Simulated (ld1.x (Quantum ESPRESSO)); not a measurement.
An all-electron radial function and its pseudo partner (N (Z = 7))

Columns: radius, all-electron u(r) and pseudo u(r) of the 2s shell (level -19.03 eV) of nitrogen in the configuration [He] 2s1 2p4; PBE, scalar-relativistic, RRKJ scheme, ld1.x (Quantum ESPRESSO) 7.5.

```tsv
r (bohr)	all-electron	pseudo
0.062	0.3209	-0.0208
0.125	0.3876	-0.0491
0.188	0.3156	-0.0904
0.250	0.1790	-0.1470
0.312	0.0170	-0.2198
0.375	-0.1499	-0.3077
0.438	-0.3062	-0.4044
0.500	-0.4430	-0.5020
0.562	-0.5606	-0.5954
0.625	-0.6597	-0.6804
0.688	-0.7390	-0.7517
0.750	-0.7989	-0.8066
0.812	-0.8427	-0.8468
0.875	-0.8726	-0.8742
0.938	-0.8897	-0.8900
1.000	-0.8961	-0.8961
1.062	-0.8937	-0.8937
1.125	-0.8840	-0.8840
1.188	-0.8682	-0.8682
1.250	-0.8481	-0.8481
1.312	-0.8243	-0.8243
1.375	-0.7975	-0.7975
1.438	-0.7685	-0.7685
1.500	-0.7387	-0.7387
1.562	-0.7080	-0.7080
1.625	-0.6765	-0.6765
```

(1) How many radial nodes do the two functions have?

(2) At about which radius was the pseudo-wave matched?

(3) Where does each function peak?

(4) Is the pseudo-wave norm-conserving?

Results:

(1) The all-electron 2s function has n − l − 1 = 1; the pseudo-wave has 0, since the states of the same l below it are removed with the core.

(2) 1.00 bohr, where the columns begin to agree (steps of 0.06 bohr).

(3) Outermost all-electron maximum near 1.00 bohr, pseudo maximum near 1.00 bohr (to the table’s step).

(4) Yes: the RRKJ scheme keeps the norm inside the radius equal to the all-electron one, which fixes the energy derivative of the logarithmic derivative at the level.
